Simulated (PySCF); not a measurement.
Simulation results for CH₃BFSi, BH₃NOSi, ClFH₄Si₂, FH₆NSi₂ and others

Calculation on a computer-drawn molecule: optimised geometry and harmonic frequencies of an isolated molecule of the commonest isotopes, restricted reference for singlets and unrestricted otherwise, frozen core in MP2. Program: PySCF 2.14.0.

Common to all runs: multiplicity 1; basis cc-pV(D+d)Z.

(1) CH₃BFSi

Start structure:
```xyz
7
CH3BFSi
C     -0.8824     0.7168    -0.5194
Si    -0.2824    -0.8715    -0.6329
B      1.1318    -0.8370    -2.0427
F      1.9894    -0.7485    -2.9181
H     -0.5024     1.5223    -1.1387
H     -1.6689     1.0022     0.1724
H     -0.5281    -2.1594    -0.0008
```

It was run with charge 1 and method MP2.

It finds rotational constants 17.16, 2.877, 2.464 GHz; total energy -452.8417 hartree; convergence status largest gradient component 4.7e-05 hartree/bohr.

Drawn bonds:
```csv
atom,other atom,order
1,2,2
2,3,1
3,4,1
1,5,1
1,6,1
2,7,1
```

Optimised structure:
```xyz
7
CH3BFSi
C     -0.8850     0.7285    -0.5204
Si    -0.2736    -0.8831    -0.6382
B      1.1254    -0.8469    -2.0334
F      1.9938    -0.7399    -2.9250
H     -0.4927     1.5361    -1.1526
H     -1.6818     1.0037     0.1848
H     -0.5292    -2.1736     0.0046
```

Modes:
```csv
frequency (cm⁻¹),reduced mass (dalton)
116.1,3.878
203.5,1.215
327.9,7.89
376.8,4.776
490.2,9.451
650.4,1.209
662.6,1.084
801.4,1.28
816.5,1.228
953.6,4.604
1385,1.167
1620,12.49
2391,1.046
3170,1.055
3281,1.115
```

(2) BH₃NOSi

Start structure:
```xyz
7
BH3NOSi
B      0.3578    -0.7135     0.0208
N     -0.3153    -0.2621     0.9815
Si    -1.1040     0.1971     2.3478
O     -2.7092     0.4534     2.4446
H      0.8792    -1.0639    -0.9337
H     -0.4959     0.6152     3.5657
H     -3.5061     0.3330     1.9131
```

Here we set charge 1 and method HF.

It finds rotational constants 29.72, 3.547, 3.169 GHz; total energy -444.5201 hartree; convergence status largest gradient component 2.352e-05 hartree/bohr.

Drawn bonds:
```csv
atom,other atom,order
1,2,2
2,3,1
3,4,1
1,5,1
3,6,1
4,7,1
```

Optimised structure:
```xyz
7
BH3NOSi
B      0.2765    -0.6845     0.0241
N     -0.4062    -0.2792     1.0143
Si    -1.1452     0.2476     2.3429
O     -2.6964     0.4470     2.4676
H      0.8975    -1.0585    -0.8930
H     -0.4361     0.5885     3.5567
H     -3.3835     0.2982     1.8271
```

Modes:
```csv
frequency (cm⁻¹),reduced mass (dalton)
129.7,3.642
167.4,3.501
357.1,4.518
507.1,1.338
671.2,1.225
714,1.449
832.2,1.36
839.5,1.36
861,2.343
931.1,1.403
1131,9.053
1894,6.066
2519,1.046
3016,1.171
4103,1.069
```

(3) ClFH₄Si₂

Start structure:
```xyz
8
ClFH4Si2
F     -2.7871     1.9871     0.1403
Si    -2.6029     0.6330    -0.7471
Si    -1.3654    -0.8752     0.6000
Cl    -1.0608    -2.5270    -0.3912
H     -3.9790     0.2406    -1.1068
H     -1.9411     1.1199    -1.9321
H     -2.0718    -1.1387     1.8568
H     -0.0515    -0.3062     0.9534
```

Settings of this run: charge 0 and method HF.

The calculation gives: rotational constants 9.622, 1.342, 1.211 GHz; total energy -1139.2523 hartree; convergence status largest gradient component 2.264e-05 hartree/bohr.

Drawn bonds:
```csv
atom,other atom,order
1,2,1
2,3,1
3,4,1
2,5,1
2,6,1
3,7,1
3,8,1
```

Optimised structure:
```xyz
8
ClFH4Si2
F     -2.8381     2.0585     0.1307
Si    -2.6055     0.6929    -0.7142
Si    -1.3733    -0.8033     0.6275
Cl    -1.1263    -2.5398    -0.5003
H     -3.9290     0.1386    -1.0521
H     -1.8664     1.0405    -1.9415
H     -2.0887    -1.1672     1.8647
H     -0.0323    -0.2867     0.9584
```

Modes:
```csv
frequency (cm⁻¹),reduced mass (dalton)
51.38,5.291
101.1,9.13
207.5,15.49
385.8,1.061
471,7.92
549.7,13.44
637.7,1.345
746.4,1.065
787.1,1.074
855.5,1.333
871.4,3.254
968.1,1.224
1021,1.078
1040,1.08
2339,1.029
2344,1.052
2350,1.029
2353,1.055
```

(4) FH₆NSi₂

Start structure:
```xyz
10
FH6NSi2
F     -1.2586     0.1479    -0.3763
Si     0.2536    -0.3046    -0.6636
N      1.1180    -0.1970     0.7585
Si     0.5636    -0.5944     2.3873
H      0.7683     0.7810    -1.6002
H      0.1516    -1.5023    -1.2827
H      2.0734     0.0438     0.7378
H     -0.7420     0.0577     2.5935
H      1.6002    -0.1463     3.2505
H      0.4805    -2.0772     2.4863
```

Settings of this run: charge 0 and method HF.

Results for FH₆NSi₂: rotational constants 11.51, 2.012, 1.879 GHz; total energy -735.3748 hartree; convergence status largest gradient component 2.902e-06 hartree/bohr.

Drawn bonds:
```csv
atom,other atom,order
1,2,1
2,3,1
3,4,1
2,5,1
2,6,1
3,7,1
4,8,1
4,9,1
4,10,1
```

Optimised structure:
```xyz
10
FH6NSi2
F     -1.2095     0.2052    -1.0007
Si     0.2946    -0.3167    -0.7128
N      0.8409     0.1309     0.8428
Si     0.6566    -0.6710     2.3774
H      1.1383     0.3180    -1.7362
H      0.2477    -1.7798    -0.8232
H      1.2275     1.0593     0.8962
H     -0.2371     0.0820     3.2860
H      1.9678    -0.8137     3.0497
H      0.0818    -2.0056     2.1119
```

Modes:
```csv
frequency (cm⁻¹),reduced mass (dalton)
61.55,3.03
77.77,1.261
215.6,2.959
315.7,3.235
440,1.36
618.6,2.711
666,1.268
777.5,1.221
835.4,1.279
872.1,4.956
897.7,1.558
983.4,2.823
1016,1.103
1018,1.076
1030,1.099
1052,1.07
1087,1.152
1316,1.391
2303,1.051
2318,1.038
2334,1.031
2364,1.043
2378,1.039
3758,1.074
```

(5) CH₄Al₂

Start structure:
```xyz
7
CH4Al2
Al    -0.7651    -1.3536     0.5620
C     -0.6598    -2.2083    -1.2437
Al     0.3535    -0.5377    -1.7528
H     -1.5342    -2.3052    -1.8379
H     -0.0874    -3.1294    -1.4372
H     -0.3329     0.8940    -1.6820
H      1.6986    -0.4367    -2.4957
```

It was run with charge 0 and method HF.

It finds rotational constants 27.81, 2.796, 2.686 GHz; total energy -524.0053 hartree; convergence status largest gradient component 4.193e-05 hartree/bohr.

Drawn bonds:
```csv
atom,other atom,order
1,2,1
2,3,1
2,4,1
2,5,1
3,6,1
3,7,1
```

Optimised structure:
```xyz
7
CH4Al2
Al    -0.7965    -2.1988     0.8168
C     -0.5829    -1.9506    -1.1506
Al     0.3298    -0.4459    -1.9748
H     -1.6223    -1.9805    -1.5251
H     -0.0860    -2.8837    -1.4727
H     -0.4602     0.8821    -2.3314
H      1.8908    -0.4996    -2.2495
```

Modes:
```csv
frequency (cm⁻¹),reduced mass (dalton)
119.4,1.187
146.7,6.096
412.7,1.06
490,4.862
542.8,1.291
606.6,1.151
700,2.395
837.7,1.49
862.7,1.267
869.2,1.107
1435,1.099
1960,1.059
1970,1.025
3074,1.056
3133,1.101
```

(6) CH₃ClSi

Start structure:
```xyz
6
CH3ClSi
C     -1.5763     1.9692    -0.9049
Si    -0.4988     1.0171     0.4477
Cl     0.8283     2.5376     1.0161
H     -2.0528     2.8243    -0.4326
H     -0.8624     2.3230    -1.6649
H     -2.3493     1.2807    -1.3623
```

Settings of this run: charge 0 and method HF.

The calculation gives: rotational constants 16.51, 4.347, 3.516 GHz; total energy -788.0690 hartree; convergence status largest gradient component 1.675e-05 hartree/bohr.

Drawn bonds:
```csv
atom,other atom,order
1,2,1
2,3,1
1,4,1
1,5,1
1,6,1
```

Optimised structure:
```xyz
6
CH3ClSi
C     -1.5400     1.9478    -0.8804
Si    -0.5336     0.9997     0.4150
Cl     0.7795     2.5530     0.9939
H     -2.0231     2.8212    -0.4275
H     -0.8852     2.3202    -1.6767
H     -2.3089     1.3100    -1.3253
```

Modes:
```csv
frequency (cm⁻¹),reduced mass (dalton)
98.73,1.078
250.5,3.517
495.9,16.76
623.5,1.161
686.6,4.528
838.8,1.332
1366,1.244
1525,1.052
1540,1.058
3146,1.035
3227,1.099
3247,1.103
```

(7) B₂ClH₂O

Start structure:
```xyz
6
B2ClH2O
O     -1.8956     2.7083     0.7436
B     -0.8616     2.0716     0.5478
B      0.6428     1.2490     0.2520
Cl     0.6156    -0.4491     0.4388
H     -2.8184     2.6597     0.9834
H      1.5901     1.8870    -0.0568
```

It was run with charge 1 and method MP2.

The calculation gives: rotational constants 29.87, 2.357, 2.185 GHz; total energy -585.1530 hartree; convergence status largest gradient component 4.247e-05 hartree/bohr.

Drawn bonds:
```csv
atom,other atom,order
1,2,1
2,3,1
3,4,1
1,5,1
3,6,1
```

Optimised structure:
```xyz
6
B2ClH2O
O     -1.9057     2.6857     0.7485
B     -0.8580     2.0442     0.5497
B      0.6481     1.2422     0.2513
Cl     0.6376    -0.4525     0.4336
H     -2.8489     2.7146     0.9854
H      1.5997     1.8924    -0.0598
```

Modes:
```csv
frequency (cm⁻¹),reduced mass (dalton)
120.4,6.103
168.3,1.369
254.7,1.163
292.3,2.57
424.2,9.609
672.4,6.401
766.5,1.658
931.8,1.967
1102,2.011
1822,8.909
2770,1.096
3802,1.08
```

(8) B₂H₂OSi

Start structure:
```xyz
6
B2H2OSi
B      1.4335     1.5997     0.5126
Si     1.7895     0.6412    -0.9925
B      2.1223    -0.3983    -2.5951
O      2.3206    -0.9874    -3.5814
H      0.3732     1.9912     0.8170
H      2.4362     1.9031     1.2245
```

It was run with charge 0 and method HF.

It finds rotational constants 12.85, 3.488, 2.809 GHz; total energy -414.3057 hartree; convergence status largest gradient component 2.016e-05 hartree/bohr.

Drawn bonds:
```csv
atom,other atom,order
1,2,1
2,3,1
3,4,2
1,5,1
1,6,1
```

Optimised structure:
```xyz
6
B2H2OSi
B      1.5501     1.4290     0.2113
Si     1.9882     1.9378    -1.6769
B      2.0350    -0.0379    -2.1985
O      2.0728    -1.1737    -2.5480
H      0.4093     1.3324     0.5746
H      2.4199     1.2620     1.0225
```

Modes:
```csv
frequency (cm⁻¹),reduced mass (dalton)
112.1,4.063
280.1,2.516
371.7,1.368
386.1,8.88
466.7,1.305
485.9,16.09
633.5,5.139
933.9,1.398
1219,1.151
2104,12.45
2664,1.052
2747,1.122
```
